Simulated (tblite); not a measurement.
Species: C3H6GeN (doublet state).
Numbering: `[H]/[N:1]=[C:2]/[CH:3]=[CH:4]\[GeH3:5]` (hydrogens: H6 on N1; H7 on C3; H8 on C4; H9, H10, H11 on Ge5)
Bond orders are those of one Lewis drawing.

Computed with GFN2-xTB (tblite), gas phase: L-BFGS steps from a force-field or distance-geometry start until the largest atomic force falls under 0.01 eV/Å.

Step 27: E = -386.1746 eV
```
atom  x, y, z in Å  |  force x, y, z in eV/Å
N1     -1.5256   -1.3738    0.5305   -0.261   0.882   0.235
C2     -1.5256   -0.1857    0.2602    0.214  -0.206  -0.129
C3     -1.1246    1.0856    0.1266    0.205  -0.196  -0.089
C4      0.2793    1.1945    0.0215   -0.223   0.089  -0.083
Ge5     1.4087   -0.3582   -0.1509   -0.163   0.041   0.244
H6     -1.5733   -2.1082   -0.1521   -0.137  -0.257  -0.231
H7     -1.8082    1.9329    0.0401    0.303  -0.398   0.207
H8      0.7411    2.1692   -0.0674   -0.272  -0.031   0.034
H9      1.0285   -1.1431   -1.3812    0.124   0.015   0.044
H10     2.8154    0.1166   -0.2562    0.109  -0.074  -0.064
H11     1.2899   -1.3271    1.0029    0.103   0.134  -0.168
```

Step 28: E = -386.1982 eV
```
atom  x, y, z in Å  |  force x, y, z in eV/Å
N1     -1.5401   -1.3786    0.5193   -0.226   0.351   0.053
C2     -1.4995   -0.1988    0.2316    0.076   0.094  -0.185
C3     -1.1078    1.0820    0.1213    0.197  -0.414  -0.011
C4      0.2918    1.2085    0.0200   -0.209   0.061  -0.088
Ge5     1.4158   -0.3483   -0.1437   -0.095   0.013   0.185
H6     -1.6298   -2.1491   -0.1361   -0.077   0.174   0.022
H7     -1.8028    1.9196    0.0633    0.262  -0.354   0.140
H8      0.7434    2.1853   -0.0846   -0.247  -0.016   0.059
H9      1.0118   -1.1202   -1.3837    0.183   0.026   0.134
H10     2.8304    0.1223   -0.2489    0.030  -0.119  -0.069
H11     1.2924   -1.3200    1.0156    0.105   0.183  -0.241
```

Q: Estimate the geometry and energy of step 29. (The exact step hangs on the optimiser's Hessian estimate; all steps are aligned on step 28, rigid shifts and turns removed.)

A: E = -386.2196 eV, largest force 0.314 eV/Å
```
atom  x, y, z in Å  |  force x, y, z in eV/Å
N1     -1.5652   -1.3775    0.5147   -0.130   0.250   0.108
C2     -1.4813   -0.2049    0.2133   -0.157  -0.155  -0.141
C3     -1.0921    1.0705    0.1124    0.129  -0.229   0.050
C4      0.2984    1.2106    0.0118   -0.022   0.022  -0.066
Ge5     1.4194   -0.3464   -0.1367    0.012   0.051   0.054
H6     -1.6517   -2.1599   -0.1251   -0.099   0.167  -0.022
H7     -1.7825    1.9053    0.0831    0.094  -0.208   0.056
H8      0.7264    2.1934   -0.0920   -0.111   0.078   0.060
H9      1.0008   -1.1028   -1.3890    0.227   0.019   0.216
H10     2.8385    0.1271   -0.2440   -0.036  -0.163  -0.066
H11     1.2950   -1.3128    1.0257    0.092   0.168  -0.248
```

The energy changes by -0.0214 eV. The first-order estimate −F·Δx gives -0.0315 eV and the mean of the old and new forces, exact on a quadratic surface, -0.0214 eV. The step makes an angle of 63° with the force vector and moves no atom by more than 0.032 Å.

The cost below is that of the whole relaxation. The run took 0.28 s of wall time on an Intel Xeon Platinum 8488C with one thread (shared host).
